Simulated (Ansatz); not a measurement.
H6S2Si2 (`[SiH3][SiH2]SS`). The species carries charge 0 and has multiplicity 1.

```tsv
atom	x (Å)	y (Å)	z (Å)
Si1	-0.348	-1.296	1.518
Si2	0.459	-0.091	-0.323
S3	-0.527	1.817	-0.295
S4	0.380	2.686	-1.932
H5	-1.820	-1.470	1.412
H6	-0.031	-0.578	2.781
H7	0.298	-2.636	1.547
H8	1.930	0.103	-0.240
H9	0.142	-0.793	-1.596
H10	-0.484	2.259	-2.872
```

Question: List the harmonic frequencies (cm⁻¹, unscaled) at PBE0-D4/def2-TZVP in Ansatz. (An estimate is asked.)

Answer: Computed: 52, 81, 82, 152, 262, 365, 406, 475, 523, 547, 578, 671, 762, 871, 885, 931, 934, 945, 2210, 2219, 2223, 2231, 2236, 2673.

Question: Is this a minimum?

Answer: Yes, all 24 modes are real.

Question: Give the ideal-gas thermochemistry at 298.15 K and 1 bar (rigid rotor, harmonic oscillator; point group C1, symmetry number 1).

Answer: Zero-point energy 139.4 kJ/mol; H(298) − E = 163.6 kJ/mol; entropy 380.5 J/(mol·K), of which translation 169.2, rotation 117.4, vibration 93.8; G(298) − E = 50.2 kJ/mol. Modes under 100 cm⁻¹ are hindered rotations or soft bends, so the harmonic entropy is rough.

Question: And at 400, 500, 600, 800 and 1000 K?

Answer: 
```tsv
T (K)	H − E (kJ/mol)	S (J/mol/K)	G − E (kJ/mol)
400	177.1	419.3	9.4
500	192.0	452.5	-34.2
600	208.1	481.9	-81.0
800	243.3	532.3	-182.6
1000	281.2	574.6	-293.4
```
